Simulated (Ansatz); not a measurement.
A short molecular-dynamics run on Rb2F3 (the lowest doublet isomer of a short search).

```yaml
crystal:
  periodic: [false, false, false]
  atoms:
    - {symbol: Rb, position_ang: [-0.851307, -1.395492, 0.970946]}
    - {symbol: Rb, position_ang: [1.225179, 1.386615, -0.435559]}
    - {symbol: F, position_ang: [1.114147, -0.025001, 1.595553]}
    - {symbol: F, position_ang: [-1.332915, 0.670458, -0.642204]}
    - {symbol: F, position_ang: [-0.155103, -0.636570, -1.488736]}
basis:
  gaussian: {orbitals: def2-SVP}
magnetization: {spin_polarized: true, initial_magnetization: 1}
hamiltonian: {xc: {name: BLYP}, dispersion: d4}
md: {timestep: 0.5 fs, n_steps: 15, ensemble: nve, temperature: 1000, initial_velocities: maxwell_boltzmann, seed: 89}
scf: {omitted_lower_state_checks: [starts]}
```

```sh
$ ansatz run in.yaml --threads 4 --pin off --events-out ev --progress --plain --max-ram 3916MiB
```

```json
{"step": "0", "time (fs)": "0.0", "potential energy (eV)": "-9455.6697", "kinetic (eV)": "0.3878", "T (K)": "1000", "conserved (eV)": "-9455.2820"}
{"step": "1", "time (fs)": "0.5", "potential energy (eV)": "-9455.6649", "kinetic (eV)": "0.3830", "T (K)": "988", "conserved (eV)": "-9455.2820"}
{"step": "2", "time (fs)": "1.0", "potential energy (eV)": "-9455.6597", "kinetic (eV)": "0.3777", "T (K)": "974", "conserved (eV)": "-9455.2820"}
{"step": "3", "time (fs)": "1.5", "potential energy (eV)": "-9455.6540", "kinetic (eV)": "0.3721", "T (K)": "959", "conserved (eV)": "-9455.2820"}
{"step": "4", "time (fs)": "2.0", "potential energy (eV)": "-9455.6480", "kinetic (eV)": "0.3660", "T (K)": "944", "conserved (eV)": "-9455.2820"}
{"step": "5", "time (fs)": "2.5", "potential energy (eV)": "-9455.6415", "kinetic (eV)": "0.3596", "T (K)": "927", "conserved (eV)": "-9455.2820"}
{"step": "6", "time (fs)": "3.0", "potential energy (eV)": "-9455.6348", "kinetic (eV)": "0.3528", "T (K)": "910", "conserved (eV)": "-9455.2820"}
{"step": "7", "time (fs)": "3.5", "potential energy (eV)": "-9455.6277", "kinetic (eV)": "0.3458", "T (K)": "892", "conserved (eV)": "-9455.2819"}
{"step": "8", "time (fs)": "4.0", "potential energy (eV)": "-9455.6204", "kinetic (eV)": "0.3385", "T (K)": "873", "conserved (eV)": "-9455.2819"}
{"step": "9", "time (fs)": "4.5", "potential energy (eV)": "-9455.6129", "kinetic (eV)": "0.3310", "T (K)": "853", "conserved (eV)": "-9455.2819"}
{"step": "10", "time (fs)": "5.0", "potential energy (eV)": "-9455.6052", "kinetic (eV)": "0.3233", "T (K)": "834", "conserved (eV)": "-9455.2819"}
{"step": "11", "time (fs)": "5.5", "potential energy (eV)": "-9455.5975", "kinetic (eV)": "0.3155", "T (K)": "814", "conserved (eV)": "-9455.2819"}
{"step": "12", "time (fs)": "6.0", "potential energy (eV)": "-9455.5896", "kinetic (eV)": "0.3077", "T (K)": "793", "conserved (eV)": "-9455.2819"}
{"step": "13", "time (fs)": "6.5", "potential energy (eV)": "-9455.5818", "kinetic (eV)": "0.2999", "T (K)": "773", "conserved (eV)": "-9455.2819"}
{"step": "14", "time (fs)": "7.0", "potential energy (eV)": "-9455.5741", "kinetic (eV)": "0.2921", "T (K)": "753", "conserved (eV)": "-9455.2819"}
{"step": "15", "time (fs)": "7.5", "potential energy (eV)": "-9455.5665", "kinetic (eV)": "0.2845", "T (K)": "734", "conserved (eV)": "-9455.2819"}
```

Velocities are drawn at the set temperature; a run this short doesn't reach equilibrium.

In the def2 sets Rb takes a core potential; there is no spin–orbit coupling.

Frames (Å, forces in eV/Å):

```xyz
5
time=0.0 fs
Rb   -0.851   -1.395    0.971   -0.160   -0.189    0.067
Rb    1.225    1.387   -0.436    0.123    0.190   -0.124
F     1.114   -0.025    1.596    0.118   -0.004    0.169
F    -1.333    0.670   -0.642   -0.383    0.379    0.187
F    -0.155   -0.637   -1.489    0.302   -0.377   -0.299
5
time=0.5 fs
Rb   -0.852   -1.396    0.972   -0.165   -0.186    0.056
Rb    1.224    1.387   -0.436    0.140    0.201   -0.124
F     1.113   -0.027    1.593    0.125   -0.001    0.178
F    -1.327    0.672   -0.646   -0.425    0.404    0.211
F    -0.155   -0.633   -1.488    0.325   -0.418   -0.321
5
time=1.0 fs
Rb   -0.852   -1.397    0.974   -0.171   -0.183    0.045
Rb    1.223    1.387   -0.436    0.157    0.211   -0.123
F     1.112   -0.029    1.590    0.133    0.001    0.186
F    -1.321    0.673   -0.649   -0.468    0.430    0.234
F    -0.155   -0.629   -1.487    0.349   -0.459   -0.343
5
time=1.5 fs
Rb   -0.852   -1.398    0.975   -0.177   -0.180    0.035
Rb    1.223    1.387   -0.436    0.175    0.222   -0.122
F     1.110   -0.032    1.587    0.141    0.003    0.195
F    -1.315    0.674   -0.653   -0.512    0.456    0.258
F    -0.154   -0.626   -1.486    0.373   -0.501   -0.366
5
time=2.0 fs
Rb   -0.852   -1.399    0.977   -0.182   -0.177    0.024
Rb    1.222    1.388   -0.437    0.192    0.232   -0.121
F     1.109   -0.034    1.584    0.148    0.006    0.203
F    -1.309    0.675   -0.656   -0.556    0.483    0.282
F    -0.154   -0.622   -1.485    0.398   -0.543   -0.388
5
time=2.5 fs
Rb   -0.853   -1.400    0.978   -0.188   -0.174    0.013
Rb    1.221    1.388   -0.437    0.210    0.243   -0.120
F     1.108   -0.036    1.581    0.156    0.008    0.211
F    -1.303    0.677   -0.660   -0.601    0.510    0.307
F    -0.153   -0.619   -1.484    0.423   -0.586   -0.411
5
time=3.0 fs
Rb   -0.853   -1.401    0.980   -0.193   -0.171    0.002
Rb    1.220    1.388   -0.437    0.227    0.253   -0.119
F     1.107   -0.038    1.579    0.164    0.010    0.220
F    -1.298    0.678   -0.663   -0.646    0.537    0.331
F    -0.153   -0.615   -1.483    0.448   -0.629   -0.433
5
time=3.5 fs
Rb   -0.853   -1.402    0.981   -0.199   -0.168   -0.009
Rb    1.219    1.389   -0.438    0.245    0.264   -0.118
F     1.105   -0.040    1.576    0.172    0.013    0.228
F    -1.292    0.680   -0.667   -0.691    0.564    0.355
F    -0.152   -0.612   -1.482    0.473   -0.672   -0.455
5
time=4.0 fs
Rb   -0.854   -1.403    0.983   -0.205   -0.165   -0.021
Rb    1.218    1.389   -0.438    0.263    0.274   -0.116
F     1.104   -0.042    1.573    0.179    0.015    0.236
F    -1.286    0.681   -0.670   -0.736    0.591    0.379
F    -0.152   -0.609   -1.482    0.497   -0.715   -0.477
5
time=4.5 fs
Rb   -0.854   -1.403    0.984   -0.210   -0.162   -0.032
Rb    1.218    1.389   -0.438    0.282    0.285   -0.115
F     1.103   -0.044    1.571    0.187    0.018    0.243
F    -1.281    0.683   -0.673   -0.780    0.617    0.402
F    -0.151   -0.606   -1.481    0.521   -0.757   -0.498
5
time=5.0 fs
Rb   -0.854   -1.404    0.986   -0.216   -0.159   -0.043
Rb    1.217    1.390   -0.438    0.300    0.295   -0.114
F     1.102   -0.047    1.568    0.195    0.021    0.251
F    -1.275    0.685   -0.677   -0.824    0.643    0.424
F    -0.150   -0.602   -1.480    0.545   -0.799   -0.519
5
time=5.5 fs
Rb   -0.854   -1.405    0.987   -0.221   -0.156   -0.054
Rb    1.216    1.390   -0.439    0.319    0.305   -0.112
F     1.101   -0.049    1.565    0.202    0.023    0.259
F    -1.270    0.686   -0.680   -0.867    0.668    0.446
F    -0.150   -0.600   -1.480    0.567   -0.840   -0.539
5
time=6.0 fs
Rb   -0.855   -1.406    0.989   -0.226   -0.153   -0.066
Rb    1.215    1.390   -0.439    0.337    0.315   -0.110
F     1.100   -0.051    1.563    0.210    0.026    0.266
F    -1.265    0.688   -0.683   -0.909    0.691    0.467
F    -0.149   -0.597   -1.479    0.588   -0.879   -0.557
5
time=6.5 fs
Rb   -0.855   -1.407    0.990   -0.231   -0.150   -0.077
Rb    1.215    1.391   -0.439    0.356    0.325   -0.108
F     1.099   -0.053    1.560    0.217    0.029    0.273
F    -1.260    0.690   -0.686   -0.950    0.714    0.487
F    -0.148   -0.594   -1.479    0.609   -0.918   -0.575
5
time=7.0 fs
Rb   -0.855   -1.408    0.992   -0.236   -0.147   -0.088
Rb    1.214    1.391   -0.440    0.375    0.335   -0.106
F     1.098   -0.055    1.558    0.224    0.032    0.280
F    -1.255    0.692   -0.689   -0.990    0.735    0.506
F    -0.147   -0.591   -1.479    0.627   -0.954   -0.592
5
time=7.5 fs
Rb   -0.856   -1.409    0.993   -0.241   -0.144   -0.099
Rb    1.213    1.391   -0.440    0.393    0.344   -0.104
F     1.097   -0.057    1.555    0.232    0.034    0.286
F    -1.250    0.695   -0.692   -1.028    0.754    0.524
F    -0.146   -0.589   -1.479    0.644   -0.989   -0.607
```

It took 31 s on 4 threads of Arm Neoverse V2 on a shared host.
